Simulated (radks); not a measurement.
Q: The arsenic ion As19+, 14 electrons, occupied as [Ne] 3s2 3p2 (the NIST ground configuration). All-electron calculation, scalar-relativistic Kohn-Sham, LDA (Slater exchange, VWN5 correlation), spin-polarised, spherical densities, finite nucleus; open shells are filled with parallel spins first; Fermi nuclear charge, rms radius 4.0968 fm. Program: a radial shooting solver on a logarithmic mesh with Libxc functionals. Some entries of the table are withheld. Estimate them.

orbital  occ.  eigenvalue (Ry)  <1/r> (bohr^-1)  <r> (bohr)
1s up       1        -916.6157            33.42     0.04556
1s down     1        -916.4299            33.42     0.04555
2s up       1        -164.0707            7.439      0.2008
2s down     1        -163.8884            7.443      0.2006
2p up       3        -151.1880              (1)         (2)
2p down     3        -150.9714              (3)         (4)
3s up       1        -59.14919            2.875      0.5082
3s down     1        -58.50142            2.867      0.5094
3p up       2              (5)            2.788      0.4974
3p down     0              (6)            2.782      0.4986

A: 
(1) 2p up <1/r> (bohr^-1): 7.288
(2) 2p up <r> (bohr): 0.1750
(3) 2p down <1/r> (bohr^-1): 7.289
(4) 2p down <r> (bohr): 0.1749
(5) 3p up eigenvalue (Ry): -55.07313
(6) 3p down eigenvalue (Ry): -54.42525
